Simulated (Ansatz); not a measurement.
BCl2 (SMILES Cl[B]Cl), doublet, at a GFN2-xTB geometry.

Here is a job for Ansatz (an electronic-structure program).
Ansatz 0.2 input:
```yaml
crystal:
  periodic: [false, false, false]
  atoms:
    - {symbol: Cl, position_ang: [-1.48182678, -0.13553318, -0.02688284]}
    - {symbol: B, position_ang: [-0.01475540, 0.71386629, 0.00326913]}
    - {symbol: Cl, position_ang: [1.48616661, -0.07442749, 0.02592133]}
basis:
  gaussian:
    orbitals: def2-SV_P_.json
hamiltonian:
  xc: pbe0
magnetization: {spin_polarized: true, initial_magnetization: 1}
correlation: {method: ccsd_t}
```
The basis file holds def2-SV(P) in the JSON format of the Basis Set Exchange.

**Question.** What does this run give for the SCF-reference <S^2>, total energy, number of basis functions, coupled-cluster correlation energy (without the perturbative part), T1 diagnostic?

**Answer.** 
```yaml
SCF-reference <S^2>: 0.753
total_energy: -943.7535 Eh
number_of_basis_functions: 50
coupled-cluster correlation energy (without the perturbative part): -0.3640 Eh
T1 diagnostic: 0.007
```
